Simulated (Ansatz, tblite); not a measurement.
Spin states of Cu2(OH)4 (Cu2O4H4), each relaxed with PBE-D4/def2-SVP in Ansatz. Electronic energies in the gas phase.

The xTB rows come from tblite. LC-ωPBE has ω = 0.4 bohr⁻¹.

Singlet geometry (C2v within 0.1 Å):

```xyz
10

Cu    0.1731    1.5384   -0.0280
O     0.3557    3.3203   -0.0660
O     0.9989   -0.1156   -0.6083
Cu   -0.2762   -1.5121   -0.1865
O    -0.6168   -3.2573   -0.4060
O    -1.0420    0.1272    0.5076
H     0.8243    3.6567    0.7238
H     1.7998   -0.2049   -1.1583
H    -0.2805   -3.7923    0.3405
H    -1.9362    0.2395    0.8812
```

Triplet geometry (C2v within 0.1 Å):

```tsv
atom	x (Å)	y (Å)	z (Å)
Cu1	-1.148	0.402	0.733
O2	-2.177	1.241	1.946
O3	-0.092	-1.227	0.552
Cu4	1.115	-0.439	-0.762
O5	2.809	-0.620	-1.339
O6	-0.431	0.712	-1.055
H7	-3.120	1.000	1.847
H8	0.362	-1.478	1.380
H9	2.867	-1.236	-2.097
H10	-0.185	1.646	-1.205
```

⟨S²⟩: triplet 2.01 at PBE0-D4/def2-TZVP (pure 2.00).

Run but left out: HF/STO-3G (singlet: restricted singlet, unstable in another Hartree–Fock run and untested here); HF/def2-SVP, MP2/def2-SVP, CCSD/def2-SVP, CCSD(T)/def2-SVP (flagged by the program: other roots); HF/def2-TZVP, MP2/def2-TZVP (singlet: restricted singlet, unstable towards broken spin symmetry).

Only these spin states were relaxed. Higher spins weren't run and may lie lower.

(1) Estimate which spin state lies lowest at each of these levels, and by how much: GFN1-xTB; GFN2-xTB; PBE-D4/def2-TZVP; r2SCAN-D4/def2-TZVP; B97M-V/def2-TZVP; PBE0-D4/def2-TZVP; LC-ωPBE/def2-TZVP.

## Answers

(1) 
```
              level  triplet − singlet (kJ/mol)  lowest of these                                  remarks
           GFN1-xTB                        32.5          singlet                                        –
           GFN2-xTB                        12.2          singlet                                        –
   PBE-D4/def2-TZVP                       -37.4          triplet  restricted SCF unstable in HF (singlet)
r2SCAN-D4/def2-TZVP                       -67.7          triplet  restricted SCF unstable in HF (singlet)
   B97M-V/def2-TZVP                       -72.9          triplet  restricted SCF unstable in HF (singlet)
  PBE0-D4/def2-TZVP                      -165.4          triplet  restricted SCF unstable in HF (singlet)
  LC-ωPBE/def2-TZVP                      -215.8          triplet  restricted SCF unstable in HF (singlet)
```

Change of the triplet − singlet gap on mixing in exact exchange, in kJ/mol: PBE to PBE0 (25 % exact exchange) -128.0. The xTB methods have no term that favours high spin, so they put low spin too low.
